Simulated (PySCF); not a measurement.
## Exercise with solution: oscillator strength and radiative lifetime

Te(Br)(SMe) (CH₃BrSTe), SMILES CS[Te]Br.

Geometry: B3LYP-D3(BJ)/def2-SVP. This is a generated structure with no PubChem entry under its InChIKey; it may be hypothetical. The def2 effective core potentials stand for the cores of Te; spin–orbit coupling is left out. The values are those of a single conformer.

TDA-M06-2X/def2-SVPD run with PySCF puts the first singlet state with f over 0.02 at 4.08 eV (vertical), with the transition dipole (-0.235, -0.413, -0.018) in atomic units.

Problem. Find the oscillator strength, the wavelength and the radiative lifetime that this transition would have in vacuum if emission retraced absorption.

Solution. 
|μ|² = 0.2261 au, so |μ| = 1.21 D. ΔE = 4.08/27.211 = 0.1499 hartree. f = (2/3) ΔE |μ|² = 0.023 (the program prints 0.023).
λ = 1239.84/4.08 = 304 nm; ν = 32907 cm⁻¹.
Einstein's coefficient A = 0.6670 ν² f s⁻¹ (ν in cm⁻¹) = 1.6e7 s⁻¹, so τ = 1/A = 61 ns. This state is S3; the lower singlets have f = 0.000, 0.001. The figure is the radiative limit of this one transition; relaxation, internal conversion, crossing to triplets and a medium change what is measured.
